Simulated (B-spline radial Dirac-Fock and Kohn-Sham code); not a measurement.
**I⁴⁵⁺: scattering cross sections and density moments**

System: the I⁴⁵⁺ ion, configuration [He] 2s2 2p4.

The run's input, task.json:

```json
{"items": [{
  "Z": 53,
  "q": 45,
  "cfg": [[1, 0, 2], [2, 0, 2], [2, 1, 4]],
  "A": 127,
  "rrms": 4.75,
  "do": ["scatter"],
  "s": [0.0, 0.05, 0.1, 0.15, 0.2, 0.25, 0.3, 0.35, 0.4, 0.45, 0.5, 0.6, 0.7, 0.8, 0.9, 1.0, 1.1, 1.2, 1.4, 1.6, 1.8, 2.0, 2.5, 3.0, 3.5, 4.0, 5.0, 6.0],
  "pz": [0, 0.1, 0.2, 0.3, 0.4, 0.5, 0.6, 0.8, 1.0, 1.2, 1.4, 1.6, 1.8, 2.0, 2.5, 3.0, 4.0, 5.0, 7.0, 10.0, 15.0, 20.0, 30.0, 40.0, 60.0, 100.0],
  "hv_scatter": [5000, 8047.8, 10000, 20000, 30000, 50000, 100000, 500000]
}]}
```

Run with: `python xray_run.py task.json out`

Level of theory: relativistic Hartree-Fock (Dirac-Fock) wave functions, averaged over the configuration; a B-spline atomic structure program.

```
Sum of ⟨r⟩                          : 0.6729 bohr
Sum of ⟨r²⟩                         : 0.07884 bohr²
Sum of ⟨1/r⟩                        : 193.24 per bohr
Langevin diamagnetic susceptibility : -0.0624 × 10⁻⁶ cm³/mol
Lamb shielding (α²/3)Σ⟨1/r⟩         : 3430 ppm
```

Coherent scattering is the Thomson cross section weighted by f₀², without anomalous dispersion; incoherent scattering is Klein-Nishina weighted by S. The Lamb formula is the non-relativistic shielding expression. Electron correlation is left out. A dash stands where the photon energy is too low for the impulse approximation behind that column.

| hν (keV) | coherent (b) | incoherent (b) | incoherent per electron (b) |
| --- | --- | --- | --- |
| 5 | 42.08 | – | – |
| 8.0478 | 41.31 | – | – |
| 10 | 40.64 | – | – |
| 20 | 35.66 | – | – |
| 30 | 29.42 | – | – |
| 50 | 18.63 | 1.737 | 0.217 |
| 100 | 7.363 | 2.513 | 0.314 |
| 500 | 0.4845 | 2.176 | 0.272 |

Incoherent scattering overtakes coherent scattering between 100 and 500 keV.

Values without a named source are computed, but for edge energies of neutral atoms, which are taken from tables.
